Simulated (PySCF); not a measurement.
**Oscillator strengths, rates and cross-sections**

Species: C₄H₆N₂Si.
Structure used (GFN2-xTB), in Å, numbered top down from 1:
```
atom  x, y, z in Å
N1     1.0122    2.4867    0.9162
C2     1.0794    1.4398    0.4656
C3     1.1652    0.1195   -0.1241
C4     1.3634   -0.8459    0.9375
N5     1.5222   -1.6189    1.7627
C6    -0.0922   -0.2072   -0.9514
Si7   -1.7178   -0.2003    0.0625
H8     2.0622    0.0988   -0.7630
H9    -0.1576    0.5195   -1.7637
H10    0.0537   -1.1860   -1.4125
H11   -2.7839   -0.5278   -0.8825
H12   -1.9016    1.1344    0.6251
H13   -1.6096   -1.2120    1.1098
```

Computed, not measured: TDDFT CAM-B3LYP/def2-SVPD, vertical, gas phase, core orbitals frozen in the response (PySCF).

Computed singlets with f of 0.002 or more:

```json
{"state": "S1", "ν̃ (cm⁻¹)": "61480", "f": "0.0052"}
{"state": "S3", "ν̃ (cm⁻¹)": "64530", "f": "0.014"}
{"state": "S6", "ν̃ (cm⁻¹)": "65560", "f": "0.0044"}
{"state": "S7", "ν̃ (cm⁻¹)": "67550", "f": "0.026"}
{"state": "S8", "ν̃ (cm⁻¹)": "70390", "f": "0.0098"}
```

Q: Turn these into Einstein A coefficients, radiative lifetimes, transition dipoles and integrated cross-sections.

A: Relations used (vacuum, state to state): A = 0.6670 f ν̃² s⁻¹ (ν̃ in cm⁻¹); τ = 1/A; f = (2/3) ΔE |μ|² in atomic units; ∫σ dE = 109.76 f Mb·eV.

```
state  A (s⁻¹)      τ  |μ| (D)  ∫σ dE (Mb·eV)
   S1  1.3×10⁷  77 ns     0.42           0.57
   S3  3.9×10⁷  26 ns     0.68            1.5
   S6  1.3×10⁷  80 ns     0.38           0.48
   S7  7.8×10⁷  13 ns     0.90            2.8
   S8  3.2×10⁷  31 ns     0.54            1.1
```

Leading configurations: S1 H→L+1 (35%); S3 H→L (53%); S6 H-2→L (15%); S7 H→L (34%); S8 H→L+1 (45%) (H = HOMO, L = LUMO).

The rates are for emission to S0 at the absorption energy, with no other channel.

Q: Which computed singlets stay under f = 0.002?

A: S2 (7.82 eV, f 0.0001), S4 (8.03 eV, f 0.0015) and S5 (8.12 eV, f 0.0000).

Q: Suppose S1 emitted 0.3 eV lower with the same transition dipole. How would A change?

A: At fixed |μ|, A goes as the cube of the energy: (7.32/7.62)³ = 0.89, which makes τ about 87 ns.

Q: How much energy does a mole of photons resonant with S7 carry?

A: 8.375 eV × 96.485 = 808 kJ/mol (193 kcal/mol).

One conformer stands for the species.
